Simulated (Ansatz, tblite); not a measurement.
Spin states of cis-OsH2(PH3)4 (P4OsH14), formally d⁶, each relaxed with PBE-D4/def2-SVP in Ansatz. Electronic energies in the gas phase.

In the def2 sets Os takes a core potential; there is no spin–orbit coupling. The xTB rows come from tblite. Correlated methods freeze 20 core orbitals; core or outer-core shells of Os are correlated, in sets that lack core-valence functions. The name describes the singlet; other states may take another shape.

Singlet geometry (C2v within 0.1 Å):

| atom | x (Å) | y (Å) | z (Å) |
| --- | --- | --- | --- |
| Os1 | 0.1996 | 0.0045 | 0.4339 |
| H2 | 1.3769 | 0.8614 | 1.2679 |
| P3 | -1.4779 | -1.3550 | -0.4678 |
| H4 | -1.3106 | -2.7861 | -0.5305 |
| H5 | -1.9713 | -1.2333 | -1.8222 |
| H6 | -2.7884 | -1.4023 | 0.1323 |
| H7 | 0.0716 | -0.8307 | 1.8838 |
| P8 | 0.5988 | 1.3375 | -1.4472 |
| H9 | 1.9088 | 1.3882 | -2.0482 |
| H10 | 0.4274 | 2.7681 | -1.3850 |
| H11 | -0.1027 | 1.1880 | -2.7034 |
| P12 | 1.9253 | -1.4722 | 0.0340 |
| H13 | 2.9356 | -1.2058 | -0.9589 |
| H14 | 1.6786 | -2.8351 | -0.3650 |
| H15 | 2.8257 | -1.7764 | 1.1052 |
| P16 | -1.2396 | 1.4859 | 1.4598 |
| H17 | -1.3979 | 2.8388 | 0.9882 |
| H18 | -1.0124 | 1.8180 | 2.8341 |
| H19 | -2.6477 | 1.2064 | 1.5890 |

Triplet geometry:

```xyz
19

Os    0.040    0.482    0.238
H    -0.323    0.504    1.858
P     0.181    0.454   -2.133
H    -0.435   -0.605   -2.893
H     1.436    0.421   -2.845
H    -0.367    1.530   -2.918
H    -1.567    0.721    0.536
P     1.146   -1.379    1.048
H     0.406   -2.590    1.308
H     1.826   -1.332    2.313
H     2.216   -2.024    0.327
P    -2.077   -1.784   -0.366
H    -2.649   -1.709    0.947
H    -2.851   -2.982   -0.704
H    -3.055   -0.916   -0.957
P     1.250    2.338    0.887
H     1.848    2.406    2.194
H     0.577    3.609    0.976
H     2.400    2.857    0.184
```

Only these spin states were relaxed. A quintet, which d6 allows, wasn't run and may lie lower. The triplet has other bonds than the singlet, so the gap mixes isomer and spin.

Second-order perturbation terms are unreliable where d shells bring near-degenerate states, and here MP2/def2-TZVP lies more than 0.4 eV from the median of the functionals without such a term.

| level | triplet − singlet (kJ/mol) | lowest of these |
| --- | --- | --- |
| GFN1-xTB | 266.9 | singlet |
| GFN2-xTB | 220.7 | singlet |
| HF/def2-TZVP | 254.5 | singlet |
| PBE-D4/def2-TZVP | 293.3 | singlet |
| revPBE-D4/def2-TZVP | 290.6 | singlet |
| r2SCAN-D4/def2-TZVP | 298.0 | singlet |
| r2SCANh-D4/def2-TZVP | 300.8 | singlet |
| PBE0-D4/def2-TZVP | 305.7 | singlet |
| MP2/def2-TZVP | 393.4 | singlet |

```json
{"state": "singlet", "donor atoms": "6", "mean metal–ligand distance (Å)": "2.108", "range (Å)": "1.68–2.34", "Mulliken spin on the metal (PBE0)": "0"}
{"state": "triplet", "donor atoms": "5", "mean metal–ligand distance (Å)": "2.061", "range (Å)": "1.65–2.38", "Mulliken spin on the metal (PBE0)": "1.31"}
```

⟨S²⟩ at PBE0-D4/def2-TZVP: singlet 0.00 (pure 0.00), triplet 2.01 (pure 2.00).

Change of the triplet − singlet gap on mixing in exact exchange, in kJ/mol: PBE to PBE0 (25 % exact exchange) 12.4; r2SCAN to r2SCANh (10 % exact exchange) 2.8.

The xTB methods have no spin-polarisation term.
